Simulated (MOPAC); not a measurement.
A run for MOPAC: PM3 on H2OSSi (SMILES O[Si]S), a point of a torsion scan.

```
PM3 1SCF PRECISE CHARGE=0 THREADS=1
H2OSSi

O     -1.15624864 1     0.35829159 1    -0.38617175 1
Si    -0.31619492 1    -0.90593677 1    -0.93150291 1
S     -0.62261964 1    -2.42171288 1     0.63369390 1
H     -1.94108469 1     0.40095405 1     0.16241612 1
H     -1.32396511 1    -1.68932558 1     1.49467453 1
```

The log:

```
*******************************************************************************
 **                                                                           **
 **                              MOPAC v23.2.5                                **
 **                                                                           **
 *******************************************************************************
 ** MOPAC's Digital Object Identifier: https://doi.org/10.5281/zenodo.6511958 **
 **                                                                           **
 ** Please cite the open-source release paper for use of this MOPAC version:  **
 ** J. E. Moussa and J. J. P. Stewart (2026)                                  **
 ** MOPAC: An open-source semiempirical molecular orbital program             **
 ** J. Open Source Softw., 11(119), 8025, https://doi.org/10.21105/joss.08025 **
 *******************************************************************************

                              PM3 CALCULATION RESULTS

 *******************************************************************************
 *  PM3        - The PM3 Hamiltonian to be used
 *
 *
 *
 *                 CHARGE ON SYSTEM = 0
 *
 *
 *
 *  PRECISE    - TIGHTER CRITERIA TO BE USED
 *  1SCF       - DO 1 SCF AND THEN STOP
 *  THREADS=1  - MULTI-THREADING NOT USED
 *  T=         - A TIME OF 172800.0 SECONDS REQUESTED
 *  DUMP=N     - RESTART FILE WRITTEN EVERY 7200.0 SECONDS REQUESTED
 *******************************************************************************
PM3 1SCF PRECISE CHARGE=0 THREADS=1
 H2OSSi

   ATOM   CHEMICAL          X               Y               Z
  NUMBER   SYMBOL      (ANGSTROMS)     (ANGSTROMS)     (ANGSTROMS)

     1       O         -1.15624864  *   0.35829159  *  -0.38617175  *
     2      Si         -0.31619492  *  -0.90593677  *  -0.93150291  *
     3       S         -0.62261964  *  -2.42171288  *   0.63369390  *
     4       H         -1.94108469  *   0.40095405  *   0.16241612  *
     5       H         -1.32396511  *  -1.68932558  *   1.49467453  *



          CARTESIAN COORDINATES

    NO.       ATOM           X           Y           Z

     1         O         -1.1562      0.3583     -0.3862
     2        Si         -0.3162     -0.9059     -0.9315
     3         S         -0.6226     -2.4217      0.6337
     4         H         -1.9411      0.4010      0.1624
     5         H         -1.3240     -1.6893      1.4947

  H: (PM3): J. J. P. STEWART, J. COMP. CHEM. 10, 209 (1989).
  O: (PM3): J. J. P. STEWART, J. COMP. CHEM. 10, 209 (1989).
 Si: (PM3): J. J. P. STEWART, J. COMP. CHEM. 10, 209 (1989).
  S: (PM3): J. J. P. STEWART, J. COMP. CHEM. 10, 209 (1989).

           Empirical Formula: H2 O Si S  =     5 atoms



      MOLECULAR POINT GROUP   :   C1


      RHF CALCULATION, NO. OF DOUBLY OCCUPIED LEVELS = 9


 -------------------------------------------------------------------------------
 PM3 1SCF PRECISE CHARGE=0 THREADS=1
 H2OSSi



     1SCF WAS SPECIFIED, SO BFGS WAS NOT USED
     SCF FIELD WAS ACHIEVED


                              PM3 CALCULATION
                                                       MOPAC v23.2.5 Linux




          FINAL HEAT OF FORMATION =        -55.84282 KCAL/MOL =    -233.64634 KJ/MOL


          COSMO AREA              =        107.92 SQUARE ANGSTROMS
          COSMO VOLUME            =         97.31 CUBIC ANGSTROMS

          IONIZATION POTENTIAL    =          8.510378 EV
          HOMO LUMO ENERGIES (EV) =         -8.510 -1.449
          NO. OF FILLED LEVELS    =          9
          MOLECULAR WEIGHT        =         78.1607         POINT GROUP:  C1

          MOLECULAR DIMENSIONS (Angstroms)

            Atom       Atom       Distance
            H     4    S     3     3.15086
           Si     2    H     5     2.66500
            O     1    H     4     0.33359


          SCF CALCULATIONS        =          1





   ATOM   CHEMICAL          X               Y               Z
  NUMBER   SYMBOL      (ANGSTROMS)     (ANGSTROMS)     (ANGSTROMS)

     1       O         -1.15624864  *   0.35829159  *  -0.38617175  *
     2      Si         -0.31619492  *  -0.90593677  *  -0.93150291  *
     3       S         -0.62261964  *  -2.42171288  *   0.63369390  *
     4       H         -1.94108469  *   0.40095405  *   0.16241612  *
     5       H         -1.32396511  *  -1.68932558  *   1.49467453  *

                             CARTESIAN COORDINATES

   1    O       -1.156248640     0.358291590    -0.386171750
   2   Si       -0.316194920    -0.905936770    -0.931502910
   3    S       -0.622619640    -2.421712880     0.633693900
   4    H       -1.941084690     0.400954050     0.162416120
   5    H       -1.323965110    -1.689325580     1.494674530


           Empirical Formula: H2 O Si S  =     5 atoms



      MOLECULAR POINT GROUP   :   C1


                  EIGENVALUES
 -37.15053 -26.37067 -18.17316 -14.93483 -14.10569 -13.50388 -10.80247  -9.76041
  -8.51038  -1.44884  -0.86179   0.67559   1.38080   4.39396


              NET ATOMIC CHARGES AND DIPOLE CONTRIBUTIONS

  ATOM NO.   TYPE          CHARGE      No. of ELECS.   s-Pop       p-Pop
    1          O          -0.507473        6.5075     1.72296     4.78452
    2         Si           0.539395        3.4606     1.75472     1.70588
    3          S          -0.249461        6.2495     1.90383     4.34563
    4          H           0.226126        0.7739     0.77387
    5          H          -0.008588        1.0086     1.00859
 DIPOLE           X         Y         Z       TOTAL
 POINT-CHG.     0.692     0.186    -2.117     2.235
 HYBRID        -2.966     2.035     3.008     4.689
 SUM           -2.274     2.222     0.891     3.302


          ATOMIC ORBITAL ELECTRON POPULATIONS

     Atom    s        px        py        pz
    1  O   1.72296   1.42857   1.70347   1.65248
    2 Si   1.75472   0.53915   0.48259   0.68414
    3  S   1.90383   1.59387   1.43535   1.31641
    4  H   0.77387
    5  H   1.00859

 **********************
 *                    *
 * JOB ENDED NORMALLY *
 *                    *
 **********************




 == MOPAC DONE ==
```

The run finished.

Cost: very roughly 0.020 core-seconds.
